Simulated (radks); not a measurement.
Problem. The mean radii <r> (bohr) of the occupied orbitals of an atom or ion are listed with their occupations. Method: scalar-relativistic Kohn-Sham, LDA (Slater exchange, Perdew-Wang correlation), spin-polarised, spherical densities, point nucleus; computed with a radial shooting solver on a logarithmic mesh with Libxc functionals.

| orbital | occ. | <r> |
|---|---|---|
| 1s up | 1 | 0.03520 |
| 1s down | 1 | 0.03520 |
| 2s up | 1 | 0.1539 |
| 2s down | 1 | 0.1539 |
| 2p up | 3 | 0.1340 |
| 2p down | 3 | 0.1340 |
| 3s up | 1 | 0.4298 |
| 3s down | 1 | 0.4297 |
| 3p up | 3 | 0.4313 |
| 3p down | 3 | 0.4311 |
| 3d up | 5 | 0.4157 |
| 3d down | 5 | 0.4154 |
| 4s up | 1 | 1.109 |
| 4s down | 1 | 1.103 |
| 4p up | 3 | 1.241 |
| 4p down | 3 | 1.232 |
| 5s up | 1 | 3.443 |
| 4d up | 5 | 1.975 |

Name the element and its charge. Open shells, if any, are filled with parallel spins first.

Solution. Z = 42, molybdenum, charge 0: Mo in [Kr] 4d5 5s1. The 1s radius gives Z: for a bare nucleus <r> = (2 gamma + 1)/(2Z) with gamma = sqrt(1 - (Z/c)^2), 0.03457 bohr for Z = 42, and screening makes it slightly larger (0.03520 here). The occupations add up to 42, and the charge is Z minus that.
